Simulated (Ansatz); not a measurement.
Reaction (redistribution): `C[N]1[CH2][GeH2]1` + `O/C=C/[SiH3]` → `C[N]1[CH2][GeH]1[OH]` + `C=C[SiH3]`

Program: Ansatz. Geometries: PBE0-D4/def2-TZVP. ΔE: electronic, gas phase. CCSD(T)/CBS is the MP2 limit (def2-TZVPP, def2-QZVPP) plus CCSD(T) − MP2 in def2-TZVPP, frozen cores. Functionals use def2-TZVPP. For Ge outer-core shells are correlated without core-valence functions, which leaves a few kJ/mol of doubt a bond. Scalar relativity is left out up to krypton. One conformer a species, not always the lowest.

`C[N]1[CH2][GeH2]1`:

Cartesian coordinates in Å:
```
C -0.448 0.722 -1.204
N 0.358 0.581 -0.014
C -0.352 0.157 1.192
Ge 1.010 -1.061 0.593
H -1.157 -0.106 -1.366
H -1.033 1.647 -1.146
H 0.200 0.789 -2.081
H -1.382 -0.184 1.066
H -0.204 0.779 2.072
H 2.455 -1.031 1.074
H 0.553 -2.292 -0.185
```

`O/C=C/[SiH3]`:

Z-matrix (Å, degrees):
```
Si
C 1 1.844
H 1 1.489 2 111.7
H 1 1.489 2 111.7 3 -119.9
H 1 1.488 2 108.5 3 120.1
C 2 1.334 1 121.6 3 -120.1
H 2 1.090 1 120.0 3 59.9
O 6 1.345 2 127.2 1 180.0
H 6 1.086 2 122.5 1 0.0
H 8 0.964 6 109.2 2 0.0
```

`C[N]1[CH2][GeH]1[OH]`:

```xyz
12

C     0.059   -1.603    0.601
N    -0.294   -0.226    0.376
C    -0.791    0.154   -0.969
Ge    0.664    1.193   -0.284
O     0.500    2.688    0.645
H    -0.847   -2.216    0.681
H     0.681   -2.038   -0.197
H     0.606   -1.694    1.542
H    -1.819    0.512   -1.013
H    -0.551   -0.534   -1.786
H     2.106    1.085   -0.757
H    -0.313    2.677    1.160
```

`C=C[SiH3]`:

Z-matrix (Å, degrees):
```
Si
C 1 1.859
H 1 1.488 2 110.8
H 1 1.487 2 109.0 3 -120.3
H 1 1.488 2 110.8 3 119.3
C 2 1.330 1 123.1 3 120.2
H 2 1.089 1 118.8 3 -59.8
H 6 1.087 2 122.2 1 -180.0
H 6 1.087 2 121.7 1 0.0
```

```csv
level,ΔE (kcal/mol)
PBE-D4,-12.1
MP2/def2-QZVPP,-17.3
```

Question: What does CCSD(T)/CBS give? (An estimate is asked.)

Answer: The calculation gave: -16.7 kcal/mol. The listed levels differ from it by 4.6, -0.6 kcal/mol.

Largest T1 diagnostic among the species: 0.013.

In def2-TZVPP, CCSD(T) changes the Hartree–Fock value by +1.8 kcal/mol (the triples alone add +0.5 kcal/mol) and MP2 by +1.3 kcal/mol. From PBE to PBE0 (25 % exact exchange), in def2-TZVPP and without D4, ΔE moves by −1.0 kcal/mol.
